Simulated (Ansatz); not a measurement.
Relaxation of AlFH6O2Si (11 atoms, charge 0, multiplicity 1), to a largest force component of 0.03 eV/Å in at most 50 steps.

These are results of RKS PBE-D4/def2-SVP (Ansatz 0.2.0), not measurements.

```xyz
11
Properties=species:S:1:pos:R:3
Al -0.196 -0.214 -0.066
O -0.314 -0.156 1.694
Si -1.304 -0.551 2.984
H -2.506 -1.340 2.530
H -0.537 -1.365 3.989
H -1.784 0.711 3.654
O 1.282 -0.596 -0.823
H 2.143 -0.656 -0.390
H -1.493 -0.102 -0.959
F 0.328 2.484 0.787
H 0.159 1.991 1.561
```

Task: Where does it end, and by what steps?

Result: The run converged. The force dipped under the threshold on the way, but the program's further checks kept it going. After 40 steps the energy has fallen by 1.314 eV; O7 moved furthest, 1.86 Å. Parted: F10–H11 (0.93 → 3.48 Å). Joined: Al1–F10 (2.88 → 1.69 Å), O2–H11 (2.20 → 0.97 Å), Si3–O7 (4.60 → 2.11 Å).

| step | energy less start (eV) | largest force component (eV/Å) | accepted |
| --- | --- | --- | --- |
| 0 | 0.0000 | 0.539 | yes |
| 2 | -0.3206 | 0.566 | yes |
| 4 | -0.5101 | 0.719 | yes |
| 6 | -0.6149 | 0.536 | yes |
| 8 | -0.7297 | 1.918 | yes |
| 10 | -0.9367 | 0.435 | yes |
| 12 | -0.9836 | 0.505 | yes |
| 14 | -1.0066 | 0.362 | yes |
| 16 | -1.0162 | 0.043 | yes |
| 18 | -1.0159 | 0.326 | no |
| 20 | -1.0219 | 0.023 | yes |
| 22 | -1.0247 | 0.133 | yes |
| 24 | -1.0362 | 0.124 | yes |
| 26 | -1.0666 | 0.293 | yes |
| 28 | -1.1153 | 0.266 | yes |
| 30 | -1.1458 | 0.228 | yes |
| 32 | -1.1671 | 0.835 | yes |
| 34 | -1.2008 | 1.786 | yes |
| 36 | -1.2969 | 0.259 | yes |
| 38 | -1.3099 | 0.335 | yes |
| 40 | -1.3144 | 0.024 | yes |

```xyz
11
Properties=species:S:1:pos:R:3
Al -0.059 0.747 -0.070
O -1.003 0.895 1.565
Si -0.738 -0.623 2.521
H -1.588 -1.803 2.166
H 0.624 -0.900 3.091
H -1.467 -0.029 3.725
O 0.179 -0.900 0.638
H 1.015 -1.395 0.649
H -0.999 0.923 -1.332
F 1.335 1.695 0.009
H -1.523 1.596 1.999
```

Whether the end is a true minimum wasn't checked by a vibrational analysis.

Time of the run: 86 s on 2 threads of Arm Neoverse V2 (shared host), peak memory 0.15 GiB.
